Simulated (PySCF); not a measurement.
C3H4F2O. Atoms are numbered in the order given.

```xyz
10

O      1.8427    -0.6081     0.3143
C      0.5960    -0.7885    -0.2663
C     -0.6710    -1.0104     0.6090
C     -0.4539     0.2616    -0.1323
F     -1.2507     0.6148    -1.1636
F     -0.0921     1.3670     0.5864
H      1.8510     0.2924     0.6947
H      0.6296    -1.3538    -1.2145
H     -1.4387    -1.7065     0.2373
H     -0.5250    -0.9801     1.7006
```

The structure is a stationary point at PBE-D3(BJ)/def2-SVP. The values are those of a single conformer.

The numbers are results of PySCF with PBE-D3(BJ)/def2-SVP, not measurements.

No scaling factor is applied to the harmonic values.

**Question.** Estimate the vibrational spectrum. (An estimate is asked for; the answer gives what the named calculation found.)

**Answer.** 
| mode | ν (cm⁻¹) | IR (km/mol) | moving atoms (share of kinetic energy) |
|---|---|---|---|
| 1 | 202 | 14.1 | F 45 %, O 35 %, H 12 % |
| 2 | 222 | 32.3 | H 30 %, O 29 %, F 24 %, C 17 % |
| 3 | 258 | 38.5 | H 67 %, F 23 % |
| 4 | 377 | 5.7 | F 47 %, C 19 %, H 18 %, O 15 % |
| 5 | 442 | 2.0 | H 48 %, C 29 %, O 16 % |
| 6 | 468 | 11.1 | F 62 %, C 30 % |
| 7 | 599 | 6.6 | C 52 %, F 23 %, H 22 % |
| 8 | 700 | 16.6 | C 40 %, F 40 %, H 18 % |
| 9 | 813 | 16.8 | H 40 %, C 28 %, O 16 %, F 16 % |
| 10 | 857 | 11.4 | H 61 %, C 21 %, F 15 % |
| 11 | 944 | 33.4 | C 53 %, H 36 %, F 11 % |
| 12 | 953 | 14.0 | H 72 %, C 26 % |
| 13 | 1015 | 64.7 | C 58 %, H 33 % |
| 14 | 1051 | 90.7 | H 47 %, C 46 % |
| 15 | 1162 | 71.2 | H 41 %, C 36 %, O 22 % |
| 16 | 1238 | 169.4 | C 68 %, H 17 %, F 14 % |
| 17 | 1262 | 40.9 | C 49 %, H 46 % |
| 18 | 1316 | 35.3 | H 73 %, C 22 % |
| 19 | 1340 | 26.9 | H 82 %, C 14 % |
| 20 | 1471 | 115.2 | C 78 %, H 17 % |
| 21 | 3066 | 0.2 | H 95 % |
| 22 | 3083 | 9.0 | H 92 %, C 8 % |
| 23 | 3176 | 0.1 | H 89 %, C 11 % |
| 24 | 3663 | 45.3 | H 94 % |
